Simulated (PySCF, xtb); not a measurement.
In(Br)2(OMe) (CH₃Br₂InO), SMILES C[O][In]([Br])[Br]. One conformer was computed; it need not be the lowest.

Harmonic wavenumbers (cm⁻¹) from xtb 6.7.1 with GFN2-xTB at its own minimum, in rising order: 26, 47, 53, 58, 110, 180, 227, 269, 360, 1031, 1116, 1124, 1406, 1454, 1463, 2849, 2927, 2935.

Q: What does PBE0-D3(BJ)/def2-SVP in PySCF 2.14.0 give at its own minimum? (An estimate is asked for; the answer gives what the named calculation found.)

A: 16, 62, 68, 68, 112, 223, 248, 292, 553, 1135, 1168, 1197, 1467, 1472, 1477, 2998, 3081, 3095. Paired by order, the mean absolute difference is 62 cm⁻¹ and the zero-point energies are 25.2 and 26.8 kcal/mol.
